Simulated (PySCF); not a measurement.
## Correlation energy of Ag (silver, neutral)

[Kr] 4d10 5p1, 2P determinant (an excited configuration). Computed with PySCF 2.14 in def2-TZVPPD with the def2 core potential (28 electrons) (6s4p3d2f1g, 56 functions), with scalar relativity through the core potential. Frozen: 4s2 4p6; 11 electrons correlated.

| level | correlation energy (mhartree) |
| --- | --- |
| CCSD | -339.68 |
| (T) | -11.42 |
| CCSD(T) | -351.10 |

Diagnostics: T1 = 0.015, D1 = 0.0665, largest double amplitude 0.028.

Question: Is a single reference adequate?

Answer: Yes, within this model without spin-orbit coupling: T1 lies below 0.03 and no double amplitude reaches 0.07.
